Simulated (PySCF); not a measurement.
**Basis and Hamiltonian dependence of the excitation energy of Co**

Co [Ar] 3d7 4s2 (4F) → Co [Ar] 3d9 (2D). All values are computed (PySCF 2.14, energy differences of UHF-based or UKS calculations, no spin-orbit coupling). Values in eV.

```tsv
basis	Hamiltonian	functions	UHF	LDA	PBE0	MP2 (valence)	CCSD(T) (valence)	CCSD(T) (valence and next inner shell)
aug-cc-pVDZ-DK	spin-free X2C	59	7.730	2.296	3.760	2.318	4.135	n/a
ANO-RCC-VTZP	spin-free X2C	59	8.123	3.672	4.839	3.338	n/a	4.914
x2c-TZVPPall	spin-free X2C	64	7.675	2.067	n/a	2.252	4.063	3.850
def2-TZVPPD	non-relativistic	67	7.186	1.516	3.075	1.750	3.563	n/a
x2c-TZVPPall with one added diffuse shell each of s, p, d, f type	spin-free X2C	80	7.657	1.989	3.545	2.049	3.857	3.647
aug-cc-pVTZ-DK	spin-free X2C	93	7.673	1.969	3.542	2.008	3.846	n/a
def2-QZVPPD	non-relativistic	100	7.192	1.450	3.028	1.525	3.337	n/a
dyall-av2z	non-relativistic	101	7.182	1.454	3.030	1.722	3.496	n/a
x2c-QZVPPall	spin-free X2C	103	7.678	n/a	n/a	2.010	3.828	n/a
aug-cc-pwCVTZ-DK	spin-free X2C	127	7.679	1.971	3.539	1.956	n/a	n/a
aug-cc-pVQZ	non-relativistic	140	7.192	1.438	3.025	1.403	n/a	n/a
```

Frozen in the all-electron rows: valence: [Ar]; valence and next inner shell: [Ne].

At UHF, ANO-RCC-VTZP lies more than 0.3 eV from the median of the rows with comparable relativity. Of these, ANO-RCC-VTZP has no diffuse functions of the l that the added or promoted electron needs.

Non-relativistic rows lack the scalar-relativistic shift.
